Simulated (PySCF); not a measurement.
Molecule: m-toluidine (SMILES NC1=CC=CC(C)=C1).

Atom-mapped SMILES (the numbers label the heavy atoms): `[CH3:1][c:2]1[cH:3][cH:4][cH:5][c:6]([NH2:7])[cH:8]1`; H(Xn) means a hydrogen on atom n.

Spin–spin couplings on one PBE0-D3(BJ)/def2-SVP geometry, PySCF 2.14, gas phase, non-relativistic, equivalent pairs averaged (spin–dipole term only in couplings to heteroatoms); isotopes 13C, 1H; functional B3LYP.

How do the couplings (Hz) change with the basis set? Times are CPU seconds on shared hosts with different chips, so compare them loosely. Far from the basis limit: 6-31G*, pcJ-0, 6-31G-J, def2-TZVP.

Answers


```
basis set  functions  1J(C3,H(C3))  1J(C5,H(C5))  1J(C4,H(C4))  1J(C8,H(C8))  1J(C1,H(C1))  1J(C2,C8)  1J(C6,C8)  core-s
   6-31G*        130         158.0         154.9         154.8         152.1         143.3       92.9       92.8      19
    pcJ-0        131         151.8         147.5         147.5         145.2         114.5       54.4       55.4      19
  6-31G-J        132         172.0         167.3         168.5         163.8         136.2       67.6       68.0      22
def2-TZVP        302         158.7         154.4         155.8         151.1         124.9       66.6       67.4      79
    pcJ-1        306         166.5         162.5         163.5         158.7         132.6       67.0       67.9     100
```

The Fermi-contact term samples the wavefunction at the nucleus, which is why sets with added tight s functions (names with J) are made for couplings.
